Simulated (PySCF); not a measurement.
Calculation: PySCF 2.14.0 with PBE-D3(BJ)/def2-TZVP // CAM-B3LYP-D3(BJ)/def2-TZVP. Gas-phase values, no solvent. 

Reference species (SMILES): `[c]1cc[nH]c1` (neutral, multiplicity 2).

dipole moment: 2.59 D

Changed species: `[c]1ccc[nH]1` (H atom removed from C3; the reference has H atom removed from C1).

Task: Predict the effect on the dipole moment.

Result: the dipole moment falls by 0.81 D, to 1.78 D.
